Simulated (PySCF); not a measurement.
## Predicted spectroscopic data

- geometry: GFN2-xTB
- NMR shieldings at PBE0/pcSseg-1/GIAO
- program: PySCF
- averaged over atoms made equivalent by symmetry, fast rotation or ring inversion, single conformer, relativity neglected, isolated molecule

References, each an isolated molecule treated in the same way: $^{1}$H (σ = 31.72 ppm) and $^{13}$C (σ = 186.93 ppm) against TMS. Where no couplings were computed, multiplicities follow the n + 1 count of equivalent neighbours, and m marks all less simple cases (inequivalent or close neighbours, rings, F or P nearby). Shifts are as computed. Against solution values, carbons near 30 ppm lie about +3 ppm off and those near 130 ppm about +5 ppm. Of 1211 compounds with measured shifts, 218 miss one by over three times the rms of a fit or turn the order of signals round; such compounds aren't used in these exercises. OH and NH positions are gas-phase values without hydrogen bonding to other molecules.

**1.** `CC#C[SiH2]OC/C=C/CC`, C8H14OSi. $^{1}$H NMR (500 MHz, computed): δ 6.05 (m, 1H), 5.87 (m, 1H), 4.97 (s, 2H), 4.32 (d, 2H), 2.12 (m, 2H), 2.08 (s, 3H), 1.09 (t, 3H). $^{13}$C{$^{1}$H} NMR (computed): δ 142.5 (CH), 137.5 (CH), 113.0 (C), 84.6 (C), 69.1 (CH2), 32.0 (CH2), 17.3 (CH3), 5.9 (CH3).

**2.** SMILES CNc1ccccc1C, C8H11N. $^{1}$H NMR (500 MHz, computed): δ 7.45 (m, 1H), 7.37 (d, 1H), 6.93 (m, 1H), 6.62 (d, 1H), 3.00 (s, 3H), 2.91 (br s, 1H), 2.16 (s, 3H). $^{13}$C{$^{1}$H} NMR (computed): δ 151.5, 135.7, 133.2, 124.9, 121.9, 112.0, 32.3, 20.3.
